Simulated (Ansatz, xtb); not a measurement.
## Two structures of AlHOSeSi

Structure a is a singlet given by its coordinates and structure b is `[Al][O][SiH]=[Se]`, a singlet. Both are isolated molecules in the gas phase, relaxed with B3LYP-D3(BJ)/def2-SVP; the shapes shown needn't be the lowest conformers.

a (Å):

```yaml
atoms:
  - { symbol: Al, position_ang: [-2.7195, -0.3528, 0.2606] }
  - { symbol: O, position_ang: [-1.8150, -0.8955, -1.1475] }
  - { symbol: Se, position_ang: [-4.7287, -0.1368, -0.8510] }
  - { symbol: Si, position_ang: [-2.9821, -0.9016, -2.3543] }
  - { symbol: H, position_ang: [-2.1283, -0.1560, 1.7015] }
```

Close contacts (Å): Al1–O2 1.76, Al1–Se3 2.31, O2–Si4 1.68, Se3–Si4 2.43, Al1–H5 1.57.

b (Å):

```xyz
5

Al   -1.9737    1.8870   -1.3737
O    -2.3028    0.2915   -0.7448
Se   -5.0909   -1.4564   -0.1787
Si   -3.0423   -1.0735   -0.2304
H    -1.9719   -2.0089    0.2006
```

Quicker runs give these differences E(b) − E(a): GFN2-xTB +47.0 kJ/mol; HF/STO-3G +189.8 kJ/mol (at GFN2-xTB geometries); r2SCAN-D4/def2-SVP +49.9 kJ/mol (at GFN2-xTB geometries).

Estimate E(b) − E(a) at the level CCSD(T)/def2-TZVP.

Calculated at CCSD(T)/def2-TZVP: E(b) − E(a) = +47.9 kJ/mol, so structure a lies lower.

Level by level:

| level | geometry | E(b) − E(a) (kJ/mol) | departure from the last row (kJ/mol) | job, with rough time for the two |
| --- | --- | --- | --- | --- |
| GFN2-xTB | GFN2-xTB | +47.0 | −0.9 | optimisation, 0.23 s |
| HF/STO-3G | GFN2-xTB | +189.8 | +141.9 | single point, 0.7 s |
| r2SCAN-D4/def2-SVP | GFN2-xTB | +49.9 | +2.0 | single point, 3.5 s |
| B3LYP-D3(BJ)/def2-SVP | B3LYP-D3(BJ)/def2-SVP | +37.7 | −10.2 | optimisation, 33 s |
| HF/def2-TZVP | B3LYP-D3(BJ)/def2-SVP | +28.9 | −19.0 | part of the CCSD(T) run |
| MP2/def2-TZVP | B3LYP-D3(BJ)/def2-SVP | +52.2 | +4.3 | part of the CCSD(T) run |
| CCSD(T)/def2-TZVP | B3LYP-D3(BJ)/def2-SVP | +47.9 |  | single point, 85 s |

None of the levels shown reverses the order. The largest departure from CCSD(T)/def2-TZVP is that of HF/STO-3G, 141.9 kJ/mol.

With harmonic frequencies from B3LYP-D3(BJ)/def2-SVP (ideal gas, rigid rotor, one conformer each, 298.15 K, 1 atm): on the last row, ΔE + ΔZPE = +50.3 kJ/mol. A mode under 50 cm⁻¹ makes harmonic enthalpies and free energies unreliable, so none is given.

The correlated steps freeze 20 core orbitals; the filled d shell of Se is correlated, in a basis made for valence electrons. Run with Ansatz 0.2.0, xtb 6.7.1; the last row on 2 threads of AMD EPYC 7R43 64-Core Processor (Zen 3) on a shared host.
